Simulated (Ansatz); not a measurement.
In6P7H20, a cluster cut from zinc blende InP (hydrogen-capped). Total charge 0; doublet. Geometry PBE-D4/def2-SVP, that of the charge +1 singlet; atoms count from 1.

```xyz
33

P    -0.402   -2.190    2.998
P     1.285    0.356   -4.079
P     2.213    0.215    1.117
P    -0.059   -1.990   -1.173
P    -3.254   -0.446    0.994
P    -0.549    2.021   -0.976
P    -0.880    1.732    3.190
In    1.832   -2.034   -3.087
In    1.304   -2.240    0.960
In   -2.295   -0.446    3.409
In    1.253    2.701   -2.856
In    0.740    2.384    1.186
In   -1.865   -0.166   -1.267
H     0.305   -2.345    4.233
H    -1.059   -3.462    3.003
H     0.113    0.253   -4.896
H     2.229    0.523   -5.145
H     3.269    0.297    2.078
H     3.001    0.369   -0.068
H    -0.787   -3.223   -1.251
H    -4.060   -1.624    0.894
H    -4.321    0.508    0.997
H    -1.552    3.045   -0.944
H    -0.216    1.932    4.442
H    -1.822    2.803    3.309
H     3.253   -1.780   -2.115
H     1.376   -3.260   -4.213
H     2.474   -3.477    1.231
H    -3.324   -0.639    4.776
H     2.705    2.703   -1.896
H     0.504    3.884   -3.864
H     1.583    3.835    1.588
H    -2.994   -0.240   -2.576
```

In the def2 sets In takes a core potential; there is no spin–orbit coupling. Single mean-field runs in def2-TZVP are fitted with def2-universal-jkfit.

Problem. Estimate the Mulliken populations of the heavy atoms from the PBE0/def2-TZVP orbitals of Ansatz.

Solution. 
| atom | charge (e) | spin (α − β) |
| --- | --- | --- |
| P1 | -0.46 | 0.06 |
| P2 | -0.45 | 0.00 |
| P3 | -0.42 | 0.02 |
| P4 | -0.61 | 0.02 |
| P5 | -0.37 | -0.01 |
| P6 | -0.61 | 0.02 |
| P7 | -0.46 | 0.06 |
| In8 | 0.40 | 0.06 |
| In9 | 0.53 | 0.06 |
| In10 | 0.46 | 0.18 |
| In11 | 0.40 | 0.06 |
| In12 | 0.53 | 0.06 |
| In13 | 0.47 | 0.19 |
Mulliken values depend strongly on the basis.

Problem. Where does the spin sit?

Solution. Summed by element: P 0.17, In 0.61, H 0.23, of 1 unpaired in all. Largest on single atoms: In13 0.19, In10 0.18, H33 0.09.

Problem. And the Mayer bond orders between heavy atoms (over 0.3)?

Solution. P1–In9 0.60 (2.66 Å); P1–In10 0.70 (2.61 Å); P2–In8 0.59 (2.64 Å); P2–In11 0.59 (2.64 Å); P3–In9 0.62 (2.62 Å); P3–In12 0.62 (2.62 Å); P4–In8 0.56 (2.69 Å); P4–In9 0.79 (2.54 Å); P4–In13 0.63 (2.57 Å); P5–In10 0.66 (2.60 Å); P5–In13 0.46 (2.67 Å); P6–In11 0.56 (2.69 Å); P6–In12 0.79 (2.54 Å); P6–In13 0.63 (2.57 Å); P7–In10 0.70 (2.61 Å); P7–In12 0.60 (2.66 Å).
